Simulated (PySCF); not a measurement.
C₅H₈F₂O₂Si.
Atom-mapped SMILES: `[O:1]=[C:2]([SiH3:3])[O:4][C@@:5]1([F:6])[CH2:7][C@H:8]1[CH2:9][F:10]`

Cartesian coordinates in Å at the GFN2-xTB level; atoms count from 1:
```
atom  x, y, z in Å
O1     1.3611   -0.0325   -1.4085
C2     1.4904   -0.1642   -0.2232
Si3    3.0038    0.3367    0.8383
O4     0.5253   -0.7055    0.5732
C5    -0.6483   -1.1355   -0.0098
F6    -0.4983   -2.3971   -0.5181
C7    -1.9651   -0.8081    0.6112
C8    -1.5985   -0.2393   -0.7418
C9    -1.3317    1.2387   -0.9078
F10   -0.7720    1.7761    0.2251
H11    4.0790   -0.5988    0.5102
H12    2.5976    0.2439    2.2354
H13    3.3667    1.6925    0.4336
H14   -1.9439   -0.1359    1.4553
H15   -2.7048   -1.5907    0.6642
H16   -2.0709   -0.6741   -1.6131
H17   -2.2692    1.7797   -1.0808
H18   -0.6299    1.4204   -1.7285
```

NICS = −σ at a ghost point: NICS(0) at the centroid of the ring atoms, NICS(1) 1 Å to either side along the normal of their mean plane, zz for the tensor component along that normal. Level: GIAO PBE0/pcSseg-1 (PySCF, non-relativistic, gas phase) on the GFN2-xTB geometry, one conformer.

Ring bond lengths (Å), with Mayer bond orders in brackets: C5–C7 1.492 (0.97), C7–C8 1.513 (0.89), C8–C5 1.497 (0.94).

What do the NICS probes read (ppm)?

| ring | type | NICS(0) | NICS(1), two faces | NICS(1)zz, two faces | rms pucker (Å) | centre to ring atoms, mean (Å) |
| --- | --- | --- | --- | --- | --- | --- |
| C5–C7–C8 | 3-membered carbocycle; formal bonds all single | -35.4 | -7.8 / -6.1 | -18.2 / -14.8 | 0.00 | 0.87 |

What do they say, and how far can they be read as aromaticity?

- C5–C7–C8: mean NICS(1)zz -16.5 ppm, shielded. C5, C7, C8 have four or more neighbours; no verdict on aromaticity is drawn. The two faces differ by 3.4 ppm, so no symmetry operation interchanges them. NICS(0) lies 28 ppm below the mean NICS(1).

At the second NICS(1) probe listed for ring C5–C7–C8, 1 Å off the ring, what do the in-plane components average?

The isotropic value is a third of the trace: (3 × -6.1 − (-14.8))/2 = -1.7 ppm.
